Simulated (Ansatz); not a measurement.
FH2SeSn (`[F][SnH][SeH]`) radical, relaxed with UKS PBE0-D4/def2-TZVP in Ansatz from a PBE-D4/def2-SVP geometry. The force threshold is 0.005 eV/Å; the program also tests the step.

Charge 0, multiplicity 2. Sn: def2 effective core potential.

Start:

```xyz
5

F     1.417   -1.160   -0.144
Sn    0.213   -0.101    1.014
Se   -0.875    1.474   -0.760
H    -0.999   -1.299    1.551
H     0.243    1.086   -1.661
```

| step | energy (eV) | largest force (eV/Å) | largest move (Å) |
| --- | --- | --- | --- |
| 1 | -73922.5478 | 0.821 | 0.000 |
| 2 | -73922.5624 | 0.810 | 0.080 |
| 3 | -73922.5974 | 0.123 | 0.037 |
| 4 | -73922.5989 | 0.017 | 0.018 |
| 5 | -73922.5999 | 0.034 | 0.028 |
| 6 (rejected) | -73922.5854 | 0.752 | 0.182 |
| 7 | -73922.6022 | 0.028 | 0.091 |
| 8 (rejected) | -73922.6020 | 0.277 | 0.098 |
| 9 | -73922.6033 | 0.067 | 0.049 |
| 10 | -73922.6040 | 0.033 | 0.050 |
| 11 (rejected) | -73922.6040 | 0.050 | 0.049 |
| 12 | -73922.6044 | 0.027 | 0.023 |
| 13 | -73922.6047 | 0.012 | 0.037 |
| 14 | -73922.6047 | 0.008 | 0.009 |
| 15 | -73922.6047 | 0.004 | 0.006 |

End:

```xyz
5

F     1.376   -1.316   -0.099
Sn    0.219   -0.139    0.910
Se   -0.951    1.282   -0.845
H    -0.947   -1.207    1.638
H     0.303    1.380   -1.604
```

Run time 70 s (2 threads of an AMD EPYC 7R13 on a shared host); peak host memory 0.54 GiB.
